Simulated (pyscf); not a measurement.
**HO–Si(F)(Cl)–Cl, singlet**

Gas-phase minimum from PySCF at ωB97X-D3(BJ)/def2-SVP, one conformer. 

SMILES: O[Si](F)(Cl)Cl
```xyz
6

O      1.1197     0.7215    -0.4474
Si     0.9722    -0.6195     0.4681
F      1.2814    -0.3026     2.0143
Cl    -0.9181    -1.3705     0.3946
Cl     2.3144    -1.9808    -0.1883
H      0.4357     1.3978    -0.3929
```
Charge 0, spin multiplicity 1.

Bond lengths (Å): O1–Si2 1.630, O1–H6 0.963, Si2–F3 1.608, Si2–Cl4 2.035, Si2–Cl5 2.021. Bond angles (°): Si2–O1–H6 118.8, O1–Si2–F3 111.1, O1–Si2–Cl4 111.5, O1–Si2–Cl5 108.2, F3–Si2–Cl4 106.6, F3–Si2–Cl5 108.5, Cl4–Si2–Cl5 110.9.

Properties at ωB97X-D3(BJ)/def2-SVP:

```
Quantity                                                                                                                                                                           Value
---------------------------------------------------------------------------------------------------------------------  -----------------------------------------------------------------
Harmonic wavenumbers, unscaled                                                                                         132, 177, 235, 278, 302, 323, 529, 646, 787, 916, 1009, 3933 cm⁻¹
Zero-point energy                                                                                                                                                          13.2 kcal/mol
Rotational symmetry number                                                                                                                                                             1
Entropy of this conformer at 298 K and 1 atm, rigid rotor and harmonic oscillator, modes under 100 cm⁻¹ raised to 100                                                    340.3 J/(mol K)
Dipole moment                                                                                                                                                                     1.91 D
```

Single-point totals, which compare only within one level (frozen core for MP2 and CC):

```tsv
level	total energy (hartree)
ωB97X-D3(BJ)/def2-TZVP	-1385.96170
PBE/def2-TZVP	-1385.21373
r²SCAN/def2-TZVP	-1385.75492
B3LYP-D3(BJ)/def2-TZVP	-1385.96846
PBE0-D3(BJ)/def2-TZVP	-1385.31989
M06-2X/def2-TZVP	-1385.80833
ωB97M-D3(BJ)/def2-TZVP	-1386.09221
HF/def2-TZVPP	-1383.17527
MP2/def2-TZVPP	-1384.15149
CCSD/def2-TZVPP	-1384.18436
CCSD(T)/def2-TZVPP	-1384.22222
```

Soft torsions are taken as harmonic, which can shift the entropy by several J/(mol K). The CCSD(T) − MP2 part came from Ansatz, without density fitting, on the same reference.
